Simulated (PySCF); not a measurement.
Mayer bond orders and bond lengths

Species: C6H5F5O2.
Numbering: `[CH3:1][O:2][C@@:3]1([C:4](=[O:5])[F:6])[CH2:7][C@:8]1([F:9])[C:10]([F:11])([F:12])[F:13]` (hydrogens: H14, H15, H16 on C1; H17, H18 on C7)

Cartesian coordinates in Å at the GFN2-xTB level; atoms count from 1:
```
atom  x, y, z in Å
C1     1.997    0.907    0.688
O2     1.295   -0.330    0.799
C3     0.360   -0.586   -0.178
C4     0.911   -0.863   -1.536
O5     2.004   -0.689   -1.938
F6    -0.032   -1.419   -2.347
C7    -0.890   -1.318    0.273
C8    -1.001    0.130   -0.056
F9    -1.109    0.997    0.983
C10   -1.771    0.655   -1.261
F11   -2.640    1.593   -0.894
F12   -0.962    1.208   -2.177
F13   -2.462   -0.306   -1.877
H14    1.308    1.754    0.702
H15    2.608    0.936   -0.215
H16    2.637    0.943    1.567
H17   -1.340   -2.036   -0.396
H18   -0.923   -1.570    1.323
```

Bond orders from the PBE0/pcSseg-1 density (PySCF). The structure is a single GFN2-xTB conformer in the gas phase; no vibrational or solvent corrections.

Question: How far do the computed orders between heavy atoms stray from the drawn ones?

Answer: The largest departure is 0.197, at C8–C3 (drawn single, 0.803). Drawn single, order below 0.88: C1–O2 (0.877) and C8–C3 (0.803).

Question: Give the Mayer order of every bond, beside its length.

Answer: 
| bond | drawn as | length (Å) | Mayer order |
| --- | --- | --- | --- |
| C1–O2 | single | 1.427 | 0.877 |
| O2–C3 | single | 1.376 | 1.020 |
| C3–C4 | single | 1.492 | 0.915 |
| C4–O5 | double | 1.177 | 2.074 |
| C4–F6 | single | 1.363 | 0.938 |
| C3–C7 | single | 1.517 | 0.890 |
| C7–C8 | single | 1.489 | 0.932 |
| C8–F9 | single | 1.358 | 0.941 |
| C8–C10 | single | 1.523 | 0.927 |
| C10–F11 | single | 1.331 | 1.023 |
| C10–F12 | single | 1.342 | 0.980 |
| C10–F13 | single | 1.335 | 0.999 |
| C8–C3 | single | 1.542 | 0.803 |
| C1–H14 | single | 1.092 | 0.957 |
| C1–H15 | single | 1.091 | 0.955 |
| C1–H16 | single | 1.087 | 0.974 |
| C7–H17 | single | 1.080 | 0.928 |
| C7–H18 | single | 1.080 | 0.923 |

Bonds between the same two heavy elements. C–O: lowest C1–O2 (0.877, 1.427 Å), highest C4–O5 (2.074, 1.177 Å). C–C: lowest C8–C3 (0.803, 1.542 Å), highest C7–C8 (0.932, 1.489 Å); in 1 of the 10 pairs the longer bond (by over 0.003 Å) has the higher order (by 0.02 or more). C–F: lowest C4–F6 and C8–F9 (0.938, 1.363 Å), highest C10–F11 (1.023, 1.331 Å). Bonds named together lie within 0.004.

Question: Sum the orders of all bonds at each heavy atom with more than one neighbour and set the sums beside the valence in the SMILES.

Answer: C1 3.763 (drawn 4), O2 1.897 (drawn 2), C3 3.628 (drawn 4), C4 3.927 (drawn 4), C7 3.673 (drawn 4), C8 3.603 (drawn 4), C10 3.929 (drawn 4). Orders between atoms that aren't bonded are not in these sums.

For a closed shell the Mayer order of atoms A and B is Σ (PS)μν (PS)νμ over the basis functions μ on A and ν on B, with P the density and S the overlap matrix.
